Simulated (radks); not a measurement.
As8.625+, 24.375 electrons, occupied as [Ar] 3d(3/2: 4, 5/2: 2.375) (fractional occupations, a model configuration). All-electron calculation, Dirac Kohn-Sham, PBE, spin-unpolarised, spherical densities, finite nucleus; Fermi nuclear charge, rms radius 4.0968 fm. Program: a radial shooting solver on a logarithmic mesh with Libxc functionals.

Unscreened Slater integrals over Kohn-Sham orbitals (cm^-1). Large and small components are both included.

integral,value
"F0(3d5/2,3d5/2)",345090
"F2(3d5/2,3d5/2)",169260
"F4(3d5/2,3d5/2)",107370
"F0(3d5/2,3d3/2)",345900
"F2(3d5/2,3d3/2)",169570
"G2(3d5/2,3d3/2)",169240
"G4(3d5/2,3d3/2)",107350
"F0(3d5/2,3p3/2)",339450
"F2(3d5/2,3p3/2)",164880
"G1(3d5/2,3p3/2)",195910
"G3(3d5/2,3p3/2)",123430
"F0(3d5/2,3p1/2)",342110
"G3(3d5/2,3p1/2)",124900
"F0(3d3/2,3d3/2)",346720
"F2(3d3/2,3d3/2)",169890
"F0(3d3/2,3p3/2)",340180
"F2(3d3/2,3p3/2)",165020
"G1(3d3/2,3p3/2)",195740
"G3(3d3/2,3p3/2)",123340
"F0(3d3/2,3p1/2)",342870
"G1(3d3/2,3p1/2)",198910
"F0(3p3/2,3p3/2)",337870
"F2(3p3/2,3p3/2)",170410
"F0(3p3/2,3p1/2)",340360
"G2(3p3/2,3p1/2)",171320
"F0(3p1/2,3p1/2)",342910
